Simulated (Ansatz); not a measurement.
C2H6Cu (charge +1), singlet: a pair in one relaxed arrangement.

The input file, in.yaml:

```yaml
crystal:
  periodic: [false, false, false]
  atoms:
    - {symbol: Cu, position_ang: [-0.530324, -0.362941, -2.334284]}
    - {symbol: C, position_ang: [0.202743, -0.424968, -0.288709]}
    - {symbol: C, position_ang: [-0.087198, 0.532931, 0.857267]}
    - {symbol: H, position_ang: [-0.757959, -0.939184, -0.576873]}
    - {symbol: H, position_ang: [0.765875, 0.133961, -1.088955]}
    - {symbol: H, position_ang: [0.869794, -1.247007, -0.025716]}
    - {symbol: H, position_ang: [0.843417, 0.972076, 1.216716]}
    - {symbol: H, position_ang: [-0.552548, -0.006523, 1.682222]}
    - {symbol: H, position_ang: [-0.753798, 1.341653, 0.558134]}
basis:
  gaussian: {orbitals: "def2-QZVPPD.json"}
total_charge: 1
correlation: {method: mp2, frozen_orbitals: {C: 1, Cu: 9, H: 0}}
```

The basis file named in the input lies beside it (Basis Set Exchange, JSON).

Launched with

```bash
ansatz run in.yaml --threads 4 --pin off --events-out ev --progress --plain --max-ram 9574MiB
```

The run's output (Ansatz 0.2.0):

```
Functional definition: HF
  name "HF"
  cite "Fock, Z. Phys. 61, 126 (1930) doi:10.1007/BF01340294"
  parent pbe
  exchange = exact_x
  correlation = 0
2539 factors; integrals over basis functions are off by at most 8.5e-4 eV
mean field evaluation 1: about -46736.4485 eV, gradient 1.2e2 eV
mean field evaluation 2: about -46736.5374 eV, gradient 1.2e2 eV
mean field evaluation 4: about -46749.0329 eV, gradient 9.7e0 eV
mean field evaluation 8: about -46749.3172 eV, gradient 2.4e-1 eV
mean field -46749.31750432 eV, -1718.0057304584 hartree, gradient 7.6e-6 eV, S^2 0.000000; 0 other end points of the search recorded, 0 dependent functions left out
11 core orbitals not correlated: weight in the atoms' cores, before any rotation towards them, 1.000 or more for the frozen orbitals, at most 0.000 for the correlated occupied ones
reference -46749.31750432 eV, -1718.0057304584 hartree; 12, 12 occupied and 401, 401 virtual orbitals, 2539 factors
second order -24.27034430 eV of doubles, -0.00000000 eV of singles
Total energy: -46773.58784862 eV, -1718.8976491602 hartree
```

The run took 14 s on 4 CPU threads of an INTEL XEON PLATINUM 8581C (shared host), with 1.9 GiB of host memory at its peak.
